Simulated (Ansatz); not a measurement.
C2H4F2Sn, relaxed with RKS PBE0-D4/def2-TZVP in the Gaussian-basis code of Ansatz from a PBE-D4/def2-SVP geometry. The force threshold is 0.005 eV/Å; the program also tests the step.

The species carries charge 0 and has multiplicity 1. Sn: def2 effective core potential. The bonds changed during the relaxation, so this is another structure than the one it started from.

Start:

```xyz
9

F     2.492    0.414   -0.163
Sn    1.575   -1.266    0.383
F     1.057   -0.651    2.204
C    -0.572    0.748   -0.044
C    -1.144   -0.238   -0.766
H    -0.721    0.824    1.045
H     0.114    1.478   -0.501
H    -0.980   -0.330   -1.853
H    -1.821   -0.977   -0.305
```

| step | energy (eV) | largest force (eV/Å) | largest move (Å) |
| --- | --- | --- | --- |
| 1 | -13401.8986 | 0.886 | 0.000 |
| 2 | -13401.9308 | 0.596 | 0.138 |
| 3 | -13401.9623 | 0.343 | 0.071 |
| 4 | -13401.9703 | 0.189 | 0.045 |
| 5 | -13401.9725 | 0.046 | 0.028 |
| 6 | -13401.9726 | 0.018 | 0.004 |
| 7 | -13401.9726 | 0.003 | 0.010 |
| 8 | -13401.9727 | 0.016 | 0.021 |
| 9 | -13401.9728 | 0.044 | 0.040 |
| 10 | -13401.9729 | 0.043 | 0.029 |
| 11 | -13401.9731 | 0.112 | 0.066 |
| 12 | -13401.9737 | 0.064 | 0.017 |
| 13 | -13401.9748 | 0.023 | 0.055 |
| 14 | -13401.9764 | 0.108 | 0.132 |
| 15 | -13401.9769 | 0.115 | 0.049 |
| 16 | -13401.9778 | 0.073 | 0.033 |
| 17 | -13401.9787 | 0.027 | 0.050 |
| 18 | -13401.9789 | 0.050 | 0.070 |
| 19 | -13401.9792 | 0.036 | 0.018 |
| 20 | -13401.9792 | 0.100 | 0.012 |
| 21 | -13401.9794 | 0.004 | 0.009 |
| 22 | -13401.9794 | 0.008 | 0.015 |
| 23 | -13401.9794 | 0.004 | 0.008 |

End:

```xyz
9

F     2.435    0.557    0.350
Sn    1.603   -1.197    0.165
F     0.764   -1.193    1.926
C    -0.520    0.869   -0.190
C    -1.074   -0.261   -0.628
H    -0.447    1.086    0.870
H    -0.106    1.604   -0.871
H    -1.157   -0.483   -1.687
H    -1.499   -0.982    0.064
```

Run time 58 s (4 threads of an Arm Neoverse V2 on a shared host); peak host memory 0.51 GiB.
